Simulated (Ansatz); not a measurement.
`C=CO[SiH2]Br` + H–F → `C=CO[SiH2]F` + HBr  (ligand exchange at the Si–Br bond)

Computed with Ansatz on PBE0-D4/def2-TZVP structures; ΔE is electronic, products minus reactants. CCSD(T)/CBS is the MP2 limit (def2-TZVPP, def2-QZVPP) plus CCSD(T) − MP2 in def2-TZVPP, frozen cores. This one scheme is used for every species. DFT in def2-TZVPP. For Br outer-core shells are correlated without core-valence functions, which leaves a few kJ/mol of doubt a bond. Scalar relativity is left out up to krypton. Each species was taken in one conformer, which may not be the lowest.

| level | ΔE (kJ/mol) |
| --- | --- |
| r2SCAN-D4 | -50.4 |
| ωB97M-V | -51.0 |
| PBE | -45.0 |
| r2SCAN | -51.5 |
| MP2/def2-TZVPP | -45.3 |
| SCS-MP2/def2-QZVPP | -50.1 |
| HF/CBS(def2) | -67.4 |
| CCSD/CBS(def2) | -48.1 |

Task: What does CCSD(T)/CBS give? (An estimate is asked.)

Result: Ansatz gave: -45.5 kJ/mol. The listed levels differ from it by -4.9, -5.5, 0.5, -6.0, 0.2, -4.6, -21.9, -2.6 kJ/mol.

Largest T1 diagnostic among the species: 0.012.

In def2-TZVPP, CCSD(T) changes the Hartree–Fock value by +13.2 kJ/mol (the triples alone add +2.6 kJ/mol) and MP2 by +19.5 kJ/mol. The D4 term adds +7.3 kJ/mol with B3LYP and +4.0 kJ/mol with PBE0; it sums over pairs of atoms, weighted by their polarisabilities, and B3LYP, whose exchange is more repulsive, gets the larger term.

CCSD(T)/CBS has its own doubt, a few kJ/mol and more with outer-core shells, so smaller differences from it don't rank the levels.

B3LYP here is the variant with VWN-RPA as its local correlation; programs differ in this.
